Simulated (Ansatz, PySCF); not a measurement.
Zr(F)3(Me) (CH₃F₃Zr), SMILES [CH3][Zr]([F])([F])[F], multiplicity 1. Atoms are numbered in the order given.

```xyz
8

Zr     0.0000     0.0000     0.0892
F     -1.8312     0.0000     0.6178
F      0.9159     1.5857     0.6177
F      0.9155    -1.5859     0.6179
C      0.0000     0.0000    -2.1139
H     -0.5155     0.8924    -2.5145
H     -0.5152    -0.8925    -2.5146
H      1.0305     0.0002    -2.5145
```
Charge 0, spin multiplicity 1.

The structure is a stationary point at r2SCAN-D4/def2-SVP. The spin state was assumed, not searched. The structure was generated by enumeration; whether it is a known compound was not checked. The def2 effective core potentials stand for the cores of Zr; spin–orbit coupling is left out.

Two levels are set side by side: PBE-D3(BJ)/def2-SVP (Ansatz, a quantum-chemistry and plane-wave program) and r2SCAN-D4/def2-SVP (Ansatz). Each level has its own optimised geometry; the coordinates shown are those of the second. Frequencies come from the Hessian of PySCF at each geometry. Differences are taken from unrounded values.

```csv
quantity,r2SCAN-D4
mean bond length (Å),1.605
bond Zr1–F2 (Å),1.906
bond Zr1–F3 (Å),1.906
bond Zr1–F4 (Å),1.906
bond Zr1–C5 (Å),2.203
bond C5–H6 (Å),1.106
bond C5–H7 (Å),1.106
bond C5–H8 (Å),1.106
highest harmonic wavenumber (cm⁻¹),3109
mean harmonic wavenumber (cm⁻¹),974
zero-point energy (kcal/mol),25.07
```

### Question
What does PBE-D3(BJ) give, and how far is it from r2SCAN-D4? (The exact figures need the calculation; the answer reports its results.)

### Answer

```json
[
 {"quantity": "mean bond length (Å)", "PBE-D3(BJ)": "1.612", "PBE-D3(BJ) minus r2SCAN-D4": "0.007"},
 {"quantity": "bond Zr1–F2 (Å)", "PBE-D3(BJ)": "1.913", "PBE-D3(BJ) minus r2SCAN-D4": "0.007"},
 {"quantity": "bond Zr1–F3 (Å)", "PBE-D3(BJ)": "1.913", "PBE-D3(BJ) minus r2SCAN-D4": "0.007"},
 {"quantity": "bond Zr1–F4 (Å)", "PBE-D3(BJ)": "1.913", "PBE-D3(BJ) minus r2SCAN-D4": "0.007"},
 {"quantity": "bond Zr1–C5 (Å)", "PBE-D3(BJ)": "2.211", "PBE-D3(BJ) minus r2SCAN-D4": "0.008"},
 {"quantity": "bond C5–H6 (Å)", "PBE-D3(BJ)": "1.113", "PBE-D3(BJ) minus r2SCAN-D4": "0.007"},
 {"quantity": "bond C5–H7 (Å)", "PBE-D3(BJ)": "1.113", "PBE-D3(BJ) minus r2SCAN-D4": "0.007"},
 {"quantity": "bond C5–H8 (Å)", "PBE-D3(BJ)": "1.113", "PBE-D3(BJ) minus r2SCAN-D4": "0.007"},
 {"quantity": "highest harmonic wavenumber (cm⁻¹)", "PBE-D3(BJ)": "3046", "PBE-D3(BJ) minus r2SCAN-D4": "-63"},
 {"quantity": "mean harmonic wavenumber (cm⁻¹)", "PBE-D3(BJ)": "955", "PBE-D3(BJ) minus r2SCAN-D4": "-19"},
 {"quantity": "zero-point energy (kcal/mol)", "PBE-D3(BJ)": "24.57", "PBE-D3(BJ) minus r2SCAN-D4": "-0.49"}
]
```
